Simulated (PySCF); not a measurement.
## Basis-set dependence of population analyses: `CC(C)(C)S(=O)(=O)Cl`

Species: C₄H₉ClO₂S.
Bonds: C1–C2, C2–C3, C2–C4, C2–S5, S5–O6 (double), S5–O7 (double), S5–Cl8. Hydrogens: H9, H10, H11 on C1; H12, H13, H14 on C3; H15, H16, H17 on C4.

PBE0 throughout (PySCF), one geometry, spherical d and f functions. Geometry: PBE0-D3(BJ)/def2-SVP; no solvent, vibrations or thermal averaging. Atoms taken as equivalent share a column and are averaged.

Mulliken charges (e):

```tsv
basis	functions	C1/C3/C4	C2	S5	O6/O7	Cl8	H9 (×9)
pcSseg-0	98	-0.500	-0.917	+1.511	-0.679	-0.133	+0.266
cc-pVDZ	165	+0.010	-0.542	+0.868	-0.389	-0.174	+0.066
def2-SVP	165	+0.021	-0.541	+0.826	-0.406	-0.152	+0.068
aug-cc-pVDZ	273	+1.143	-2.577	+1.915	-0.905	-0.262	-0.077
def2-TZVP	314	-0.382	-0.031	+0.790	-0.385	-0.179	+0.149
```

IAO charges (e):

```json
{"basis": "pcSseg-0", "functions": "98", "C1/C3/C4": "-0.427", "C2": "-0.111", "S5": "+1.631", "O6/O7": "-0.711", "Cl8": "-0.291", "H9 (×9)": "+0.164"}
{"basis": "cc-pVDZ", "functions": "165", "C1/C3/C4": "-0.425", "C2": "-0.085", "S5": "+1.865", "O6/O7": "-0.796", "Cl8": "-0.312", "H9 (×9)": "+0.156"}
{"basis": "def2-SVP", "functions": "165", "C1/C3/C4": "-0.414", "C2": "-0.090", "S5": "+1.875", "O6/O7": "-0.805", "Cl8": "-0.302", "H9 (×9)": "+0.152"}
{"basis": "aug-cc-pVDZ", "functions": "273", "C1/C3/C4": "-0.435", "C2": "-0.081", "S5": "+1.885", "O6/O7": "-0.814", "Cl8": "-0.306", "H9 (×9)": "+0.160"}
{"basis": "def2-TZVP", "functions": "314", "C1/C3/C4": "-0.436", "C2": "-0.099", "S5": "+1.961", "O6/O7": "-0.842", "Cl8": "-0.305", "H9 (×9)": "+0.159"}
```

Some averages cover members that differ in this geometry, most widely: H9 (×9), Mulliken in aug-cc-pVDZ -0.114 to -0.052; C1/C3/C4, Mulliken in aug-cc-pVDZ +1.128 to +1.166; C1/C3/C4, Mulliken in def2-TZVP -0.406 to -0.369; H9 (×9), Mulliken in def2-TZVP +0.129 to +0.163 e.

**Question.** Which scheme is steadiest as the basis changes?

**Answer.** Largest range over the bases for any column: IAO 0.33 e, Mulliken 2.55 e. IAO charges move least and Mulliken charges most, counted in e.

**Question.** How much do the charges still move between the two largest bases, aug-cc-pVDZ and def2-TZVP?

**Answer.** At most, over all atoms: Mulliken 2.546 e, IAO 0.076 e.

**Question.** What do the same runs give for the total energy, the frontier levels and the dipole moment?

**Answer.** 
```tsv
basis	energy (Eh)	HOMO (eV)	LUMO (eV)	μ (D)
pcSseg-0	-1164.1515	-9.05	-2.43	5.34
cc-pVDZ	-1166.0138	-8.73	-1.62	4.46
def2-SVP	-1165.5011	-8.79	-1.60	4.42
aug-cc-pVDZ	-1166.0519	-8.93	-1.91	4.58
def2-TZVP	-1166.1966	-8.95	-1.70	4.43
```

The dipole is fixed by the density alone, so its range of 0.92 D shows that the density itself changes with the basis, not only its division among atoms.
